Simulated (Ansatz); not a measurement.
Calculated with Ansatz (gas phase, PBE0-D4/def2-TZVP geometries, no zero-point term in ΔE). CCSD(T)/CBS is the MP2 limit (def2-TZVPP, def2-QZVPP) plus CCSD(T) − MP2 in def2-TZVPP, frozen cores. For Ge outer-core shells are correlated without core-valence functions, which leaves a few kJ/mol of doubt a bond. Scalar relativity is left out up to krypton. One conformer a species, not always the lowest.

Consider the redistribution: `B[SiH2]O` + `[SiH3][SiH2][BH][GeH3]` → `B[SiH2][SiH3]` + `O[SiH2][BH][GeH3]`.

```json
{"species": "`B[SiH2]O`", "CCSD/def2-TZVPP energy (Eh)": "-391.95668"}
{"species": "`[SiH3][SiH2][BH][GeH3]`", "CCSD/def2-TZVPP energy (Eh)": "-2683.82719"}
{"species": "`B[SiH2][SiH3]`", "CCSD/def2-TZVPP energy (Eh)": "-607.03072"}
{"species": "`O[SiH2][BH][GeH3]`", "CCSD/def2-TZVPP energy (Eh)": "-2468.75344"}
```

Question: Work out ΔE.

Answer: ΔE = (-607.03072) + (-2468.75344) − (-391.95668) − (-2683.82719) = -0.00029 Eh = -0.8 kJ/mol. CCSD(T)/CBS gives 0.0 kJ/mol.

Largest T1 diagnostic among the species: 0.014.

In def2-TZVPP, CCSD(T) changes the Hartree–Fock value by +3.7 kJ/mol (the triples alone add +0.7 kJ/mol) and MP2 by +4.8 kJ/mol.
